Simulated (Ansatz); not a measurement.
Consider the formal exchange of groups at a B–O bond: `CBO[SiH](O)F` + `[SiH3]S` → `CB[SiH2]S` + `O[SiH](O)F`.

Gas-phase electronic energies from Ansatz, PBE0-D4/def2-TZVP geometries. CCSD(T)/CBS adds triple-zeta CCSD(T) − MP2 to the extrapolated MP2 energy (def2 sets, frozen cores). This one scheme is used for every species. DFT in def2-TZVPP. B3LYP here is the variant with VWN-RPA as its local correlation; programs differ in this. Each species was taken in one conformer, which may not be the lowest.

`CBO[SiH](O)F`:

Cartesian coordinates in Å:
```
C -2.201 0.499 -0.281
B -0.774 -0.002 -0.650
O 0.199 -0.081 0.299
Si 1.757 -0.574 0.265
O 2.708 0.516 0.993
F 1.791 -1.955 1.049
H -2.465 1.365 -0.899
H -2.317 0.765 0.770
H -2.941 -0.269 -0.536
H -0.495 -0.328 -1.777
H 2.264 -0.780 -1.096
H 2.475 0.844 1.863
```

`[SiH3]S`:

Cartesian coordinates in Å:
```
Si -0.150 0.019 0.506
S -0.102 0.592 -1.553
H -0.611 -1.383 0.673
H -1.117 0.948 1.136
H 1.183 0.164 1.144
H 0.798 -0.341 -1.907
```

`CB[SiH2]S`:

```xyz
11

C    -0.954    0.043   -1.532
B    -0.540   -0.850   -0.338
Si    0.622   -0.235    1.191
S     1.110    1.835    0.889
H    -1.895   -0.241   -2.008
H    -0.169   -0.169   -2.282
H    -0.923    1.120   -1.361
H    -0.866   -2.006   -0.329
H     1.868   -1.051    1.277
H    -0.097   -0.414    2.486
H     1.846    1.968    2.005
```

`O[SiH](O)F`:

Z-matrix (Å, degrees):
```
Si
O 1 1.619
F 1 1.595 2 111.7
O 1 1.630 2 108.7 3 118.8
H 1 1.469 2 107.5 3 -117.0
H 2 0.959 1 118.7 3 -79.5
H 4 0.958 1 118.6 2 -158.0
```

Task: Is it downhill or uphill in electronic energy at CCSD(T)/CBS, and by how much? (Best estimate.)

Result: Computed: Uphill: ΔE = +154.1 kJ/mol.

Task: What do these levels give: PBE-D4, r2SCAN-D4, PBE0-D4, B3LYP-D4, ωB97M-V, PBE, r2SCAN, PBE0, B3LYP, HF/def2-TZVPP, MP2/def2-TZVPP, SCS-MP2/def2-QZVPP? (Best estimate.)

Result: Ansatz gave: PBE-D4 142.1, r2SCAN-D4 152.8, PBE0-D4 146.0, B3LYP-D4 157.5, ωB97M-V 158.2, PBE 144.1, r2SCAN 153.1, PBE0 147.8, B3LYP 160.9, HF/def2-TZVPP 174.2, MP2/def2-TZVPP 160.0, SCS-MP2/def2-QZVPP 161.6 kJ/mol.

Largest T1 diagnostic among the species: 0.012.

In def2-TZVPP, CCSD(T) changes the Hartree–Fock value by −17.0 kJ/mol (the triples alone add −1.4 kJ/mol) and MP2 by −14.2 kJ/mol. From PBE to PBE0 (25 % exact exchange), in def2-TZVPP and without D4, ΔE moves by +3.7 kJ/mol. The D4 term adds −3.4 kJ/mol with B3LYP and −1.8 kJ/mol with PBE0; it sums over pairs of atoms, weighted by their polarisabilities, and B3LYP, whose exchange is more repulsive, gets the larger term.
